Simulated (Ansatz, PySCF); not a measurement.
Gas-phase reaction (SMILES): OB(O)F [fluoroboronic acid] + [H][H] (H2) -> OBO + F (HF); hydrogen cleaves one B-F bond, a model of a ligand-exchange step.

Structures are relaxed separately at B3LYP-D3(BJ)/def2-TZVP in Ansatz (a program for electronic structure), one conformer each, not searched for the lowest. Cores are frozen in the correlated levels unless marked. No spin-orbit coupling. Non-relativistic. CBS(X,Y): correlation extrapolated as X^-3; Hartree-Fock from the larger set. Thermal terms are rigid-rotor harmonic-oscillator values from B3LYP-D3(BJ) frequencies (Ansatz or PySCF) at 298.15 K and 1 atm. 1 Eh = 627.5095 kcal/mol.

```
species      E, CCSD(T)/CBS(cc-pVTZ,cc-pVQZ) (Ansatz) (Eh)  E, wB97X-V/def2-TZVPD (Ansatz) (Eh)  H - E (Eh)  G - E (Eh)
-----------  ---------------------------------------------  -----------------------------------  ----------  ----------
OB(O)F                                          -276.30590                           -276.55081     0.04166     0.01034
[H][H] (H2)                                       -1.17450                             -1.17238     0.01336    -0.00144
OBO                                             -177.04392                           -177.22335     0.04694     0.01791
F (HF)                                          -100.39146                           -100.45520     0.01259    -0.00713
```

**Question.** Work out ΔE and ΔH, ΔG, ΔS and the equilibrium constant at 298.15 K at the first level, then ΔH at the second.

**Answer.** 
1. ΔE = [(-177.04392) + (-100.39146)] - [(-276.30590) + (-1.17450)] = 0.04502 Eh = 28.3 kcal/mol at CCSD(T)/CBS(cc-pVTZ,cc-pVQZ).
2. The terms H - E add up to 0.00451 Eh, so ΔH = (0.04502 + (0.00451))×627.5095 = 31.1 kcal/mol.
3. The terms G - E add up to 0.00188 Eh, so ΔG = 29.4 kcal/mol, and ΔS = (0.00451 - (0.00188))×627509.5/298.15 = 5.5 cal/(mol K).
4. log10 K = -ΔG/(RT ln 10) = -21.6, with RT ln 10 = 1.3642 kcal/mol.
5. At wB97X-V/def2-TZVPD the same steps give ΔE = 28.0 and ΔH = 30.8 kcal/mol, a shift of -0.3 from the first level.
6. These values are not checked against measurement here, since the tables used lack a sound gas-phase enthalpy of formation for at least one species.
